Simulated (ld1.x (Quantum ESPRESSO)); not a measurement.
## Gd (Z = 64): TM pseudisation with PBE, scalar-relativistic reference atom.

Input for ld1.x (Quantum ESPRESSO) 7.5:

```
&input
   title='Gd', zed=64., rel=1, dft='PBE', iswitch=3,
   config='[Xe] 4f7 5d1.5 6s1.5 6p0',
   nld=4, rlderiv=2.55, eminld=-6.0, emaxld=5.0, deld=0.02
 /
 &inputp
   pseudotype=2, tm=.true., lloc=-1, rcloc=2.30,
   nlcc=.true.,
   file_pseudopw='Gd.UPF', file_wfcaegen='ae.wfc', file_wfcncgen='nc.wfc', file_beta='beta', file_chi='chi'
 /
4
5S  1  0   2.00   0.00  1.20  1.20  0.0
5P  2  1   6.00   0.00  1.55  1.55  0.0
5D  3  2   1.50   0.00  2.35  2.35  0.0
4F  4  3   7.00   0.00  1.40  1.40  0.0
 &test
   configts(1)='4f7 5s2 5p6 5d1.5 6s1.5 6p0'
 /
```

Command:

```bash
ld1.x < Gd.in > Gd.out
```

The program printed (shortened: banner, matrices, multipoles, cross overlaps and the repeated all-electron block are left out):

```
[... start of the log left out ...]

      Wfc   5P  rcut= 1.554  Using Troullier-Martins method

      Wfc   5D  rcut= 2.378  Using Troullier-Martins method

      Wfc   4F  rcut= 1.407  Using Troullier-Martins method

       Warning: n=2, l=0 expected 1 nodes, found 2
       Setting wfc to zero for this iteration
       (This warning will only be printed once per wavefunction)

     ------------------- End of pseudopotential generation -------------------

     Computing logarithmic derivative in   2.54692

       Warning: n=2, l=1 expected 0 nodes, found 1
       Setting wfc to zero for this iteration
       (This warning will only be printed once per wavefunction)

       Warning: n=4, l=3 expected 0 nodes, found 1
       Setting wfc to zero for this iteration
       (This warning will only be printed once per wavefunction)

       Warning: n=1, l=0 expected 0 nodes, found 2
       Setting wfc to zero for this iteration
       (This warning will only be printed once per wavefunction)

     [... 2 repeated lines left out ...]
       (This warning will only be printed once per wavefunction)

 %%%%%%%%%%%%%%%%%%%%%%%%%%%%%%%%%%%%%%%%%%%%%%%%%%%%%%%%%%%%%%%%%%%%%%%%%%%%%%
     Error in routine run_pseudo (1):
     Errors in PS-KS equation
 %%%%%%%%%%%%%%%%%%%%%%%%%%%%%%%%%%%%%%%%%%%%%%%%%%%%%%%%%%%%%%%%%%%%%%%%%%%%%%

     stopping ...
```

The run stopped because the pseudo-atom solver did not find the valence states with the expected number of nodes, which is the usual sign of a ghost state.

The run took about 0.57 s on one core of a shared server CPU.
